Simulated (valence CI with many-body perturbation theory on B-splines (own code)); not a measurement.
**Forbidden lines of Er LXII**

Method: valence CI with perturbative core correlation (CI+MBPT): five valence electrons over a frozen Dirac-Fock core [He], radial functions for each j: 11 s, 11 p, 10 d, 8 f, 5 g, 2 h, with the one-electron correlation potential Σ1 (screened to all orders), the two-electron term Σ2, the three-electron term Σ3, Breit, model QED; selected single and double excitations, second order for the rest, scaled by the run's own slope (own B-spline code, finite nucleus).

The last digits are not significant, and no measured levels were compared; by estimate large intervals hold to a few tenths of a per cent, small ones and those within an open d or f shell to about a per cent. Among the levels kept, up to 7400 cm⁻¹ of a level comes from second order outside the variational space, and about a tenth of that is noise between levels of different J, which matters for small intervals.

Lines 51 to 100 of 107 in falling wavelength, among levels below 84458 × 10³ cm⁻¹, chosen from the decays that carry over 1 % of a level's rate. Wavelengths and rates use the calculated energies. Electric multipoles are in the length gauge with retardation, E1 and E2 with the static RPA response of the core. S is in atomic units (e²a₀⁴ for E2 and M2, e²a₀⁶ for E3), for M1 in squared Bohr magnetons. Weak lines are less certain than strong ones. Lines between different terms over intervals too small for the method are left out, as are lines whose strength nearly cancels. The highest levels of a list are the least certain.

Levels are named by their leading jj configuration (3d3/2^4 stands for four electrons in 3d with j = 3/2), which in mixed levels can hold well under half, so a name can repeat and another be missing. Letters in brackets count levels of one name in rising energy.

```
λ vac (Å)                               Upper                       Lower  Type   A (s⁻¹)  S (a.u.)
    1.565      (2s 2p1/2^2 2p3/2 3d5/2) J=9/2  (2s 2p1/2^2 2p3/2^2) J=5/2    E3  2.19e+09  1.60e-06
    1.561          (2s^2 2p3/2^2 3d5/2) J=7/2        (2s^2 2p3/2^3) J=3/2    M2  6.24e+10  4.13e-06
    1.561          (2s^2 2p3/2^2 3d5/2) J=9/2        (2s^2 2p3/2^3) J=3/2    E3  1.51e+09  1.08e-06
    1.558      (2s^2 2p1/2 2p3/2 3d5/2) J=9/2  (2s^2 2p1/2 2p3/2^2) J=5/2    M2  3.62e+10  2.96e-06
    1.558      (2s^2 2p1/2 2p3/2 3d5/2) J=9/2  (2s^2 2p1/2 2p3/2^2) J=5/2    E3  2.29e+09  1.62e-06
    1.511      (2s 2p1/2^2 2p3/2 3d5/2) J=9/2  (2s^2 2p1/2 2p3/2^2) J=5/2    E2  1.77e+09  1.25e-07
    1.434          (2s^2 2p3/2^2 3d5/2) J=9/2  (2s 2p1/2^2 2p3/2^2) J=5/2    E2  6.81e+09  3.69e-07
    1.427  (2s 2p1/2 2p3/2^2 3p3/2) J=7/2 [a]  (2s 2p1/2^2 2p3/2^2) J=5/2    E2  2.99e+11  1.26e-05
    1.422  (2s 2p1/2 2p3/2^2 3p3/2) J=1/2 [b]  (2s 2p1/2^2 2p3/2^2) J=3/2    E2  5.80e+11  6.04e-06
    1.420  (2s 2p1/2 2p3/2^2 3p3/2) J=5/2 [d]  (2s 2p1/2^2 2p3/2^2) J=1/2    E2  4.51e+11  1.39e-05
    1.420      (2s 2p1/2 2p3/2^2 3p3/2) J=9/2  (2s 2p1/2^2 2p3/2^2) J=5/2    E2  8.61e+11  4.44e-05
    1.419  (2s^2 2p1/2 2p3/2 3p3/2) J=5/2 [a]  (2s^2 2p1/2^2 2p3/2) J=3/2    E2  2.08e+11  6.40e-06
    1.418  (2s 2p1/2 2p3/2^2 3p3/2) J=5/2 [e]  (2s 2p1/2^2 2p3/2^2) J=1/2    E2  3.67e+11  1.13e-05
    1.418  (2s^2 2p1/2 2p3/2 3p3/2) J=1/2 [a]  (2s^2 2p1/2^2 2p3/2) J=3/2    E2  4.14e+11  4.24e-06
    1.418  (2s^2 2p1/2 2p3/2 3p3/2) J=3/2 [a]  (2s^2 2p1/2^2 2p3/2) J=3/2    E2  7.44e+11  1.52e-05
    1.417      (2s^2 2p1/2 2p3/2 3p3/2) J=7/2  (2s^2 2p1/2^2 2p3/2) J=3/2    E2  7.90e+11  3.22e-05
    1.414          (2s^2 2p3/2^2 3p3/2) J=7/2  (2s^2 2p1/2 2p3/2^2) J=5/2    E2  3.63e+11  1.47e-05
    1.414      (2s^2 2p3/2^2 3p3/2) J=3/2 [a]  (2s^2 2p1/2 2p3/2^2) J=1/2    E2  1.42e+11  2.87e-06
    1.414          (2s^2 2p3/2^2 3p3/2) J=5/2  (2s^2 2p1/2 2p3/2^2) J=5/2    E2  5.71e+11  1.73e-05
    1.414          (2s^2 2p3/2^2 3p3/2) J=1/2  (2s^2 2p1/2 2p3/2^2) J=5/2    E2  8.13e+11  8.21e-06
    1.412  (2s^2 2p1/2 2p3/2 3p3/2) J=5/2 [b]  (2s^2 2p1/2^2 2p3/2) J=3/2    E2  5.82e+11  1.75e-05
    1.411          (2s^2 2p3/2^2 3p3/2) J=7/2  (2s^2 2p1/2 2p3/2^2) J=3/2    E2  6.27e+11  2.50e-05
    1.411      (2s^2 2p3/2^2 3p3/2) J=3/2 [b]  (2s^2 2p1/2 2p3/2^2) J=1/2    E2  8.12e+11  1.62e-05
    1.410          (2s^2 2p3/2^2 3p3/2) J=5/2  (2s^2 2p1/2 2p3/2^2) J=3/2    E2  3.08e+11  9.20e-06
    1.409  (2s^2 2p1/2 2p3/2 3p3/2) J=1/2 [b]  (2s^2 2p1/2^2 2p3/2) J=3/2    E2  3.27e+11  3.25e-06
    1.407      (2s^2 2p3/2^2 3p3/2) J=3/2 [a]  (2s^2 2p1/2 2p3/2^2) J=5/2    E2  6.64e+11  1.31e-05
    1.403      (2s^2 2p3/2^2 3p3/2) J=3/2 [a]  (2s^2 2p1/2 2p3/2^2) J=3/2    E2  1.22e+11  2.38e-06
    1.403      (2s^2 2p3/2^2 3p3/2) J=3/2 [b]  (2s^2 2p1/2 2p3/2^2) J=5/2    E2  1.20e+11  2.33e-06
    1.390      (2s^2 2p1/2 2p3/2 3d5/2) J=9/2  (2s^2 2p1/2^2 2p3/2) J=3/2    E3  4.93e+09  1.57e-06
    1.389          (2s^2 2p3/2^2 3d5/2) J=9/2  (2s^2 2p1/2 2p3/2^2) J=5/2    M2  1.73e+10  7.97e-07
    1.389          (2s^2 2p3/2^2 3d5/2) J=9/2  (2s^2 2p1/2 2p3/2^2) J=5/2    E3  1.88e+09  5.96e-07
    1.385          (2s^2 2p3/2^2 3d5/2) J=9/2  (2s^2 2p1/2 2p3/2^2) J=3/2    E3  3.90e+09  1.21e-06
    1.363  (2s 2p1/2^2 2p3/2 3d3/2) J=5/2 [a]  (2s^2 2p1/2^2 2p3/2) J=3/2    E2  1.78e+12  4.48e-05
    1.362       (2p1/2^2 2p3/2^2 3d3/2) J=3/2  (2s 2p1/2^2 2p3/2^2) J=3/2    E2  9.14e+11  1.53e-05
    1.362      (2s 2p1/2^2 2p3/2 3d3/2) J=7/2  (2s^2 2p1/2^2 2p3/2) J=3/2    E2  2.63e+12  8.79e-05
    1.362       (2p1/2^2 2p3/2^2 3d3/2) J=5/2  (2s 2p1/2^2 2p3/2^2) J=3/2    E2  1.19e+12  2.97e-05
    1.362       (2p1/2^2 2p3/2^2 3d3/2) J=7/2  (2s 2p1/2^2 2p3/2^2) J=3/2    E2  3.02e+12  1.01e-04
    1.361      (2s 2p1/2 2p3/2^2 3d3/2) J=9/2  (2s^2 2p1/2 2p3/2^2) J=5/2    E2  2.78e+12  1.16e-04
    1.358  (2s 2p1/2 2p3/2^2 3d5/2) J=9/2 [a]  (2s^2 2p1/2 2p3/2^2) J=5/2    E2  5.43e+11  2.24e-05
    1.356  (2s 2p1/2 2p3/2^2 3d3/2) J=5/2 [c]  (2s^2 2p1/2 2p3/2^2) J=1/2    E2  1.07e+12  2.64e-05
    1.354  (2s 2p1/2 2p3/2^2 3d5/2) J=7/2 [a]  (2s^2 2p1/2 2p3/2^2) J=3/2    E2  2.34e+12  7.59e-05
    1.351  (2s 2p1/2 2p3/2^2 3d5/2) J=9/2 [b]  (2s^2 2p1/2 2p3/2^2) J=5/2    E2  2.12e+12  8.53e-05
    1.351  (2s 2p1/2^2 2p3/2 3d3/2) J=5/2 [b]  (2s^2 2p1/2^2 2p3/2) J=3/2    E2  3.38e+12  8.15e-05
    1.350  (2s 2p1/2 2p3/2^2 3d3/2) J=5/2 [c]  (2s^2 2p1/2 2p3/2^2) J=5/2    E2  1.43e+12  3.42e-05
    1.348       (2p1/2^2 2p3/2^2 3d3/2) J=3/2  (2s 2p1/2^2 2p3/2^2) J=5/2    E2  4.18e+12  6.63e-05
    1.348       (2p1/2^2 2p3/2^2 3d3/2) J=5/2  (2s 2p1/2^2 2p3/2^2) J=5/2    E2  3.99e+12  9.49e-05
    1.347       (2p1/2^2 2p3/2^2 3d3/2) J=7/2  (2s 2p1/2^2 2p3/2^2) J=5/2    E2  2.09e+12  6.65e-05
    1.347       (2p1/2^2 2p3/2^2 3d3/2) J=1/2  (2s 2p1/2^2 2p3/2^2) J=5/2    E2  4.69e+12  3.71e-05
    1.346  (2s 2p1/2 2p3/2^2 3d3/2) J=5/2 [c]  (2s^2 2p1/2 2p3/2^2) J=3/2    E2  2.21e+12  5.24e-05
    1.346  (2s 2p1/2 2p3/2^2 3d3/2) J=3/2 [d]  (2s^2 2p1/2 2p3/2^2) J=3/2    E2  4.84e+12  7.64e-05
```
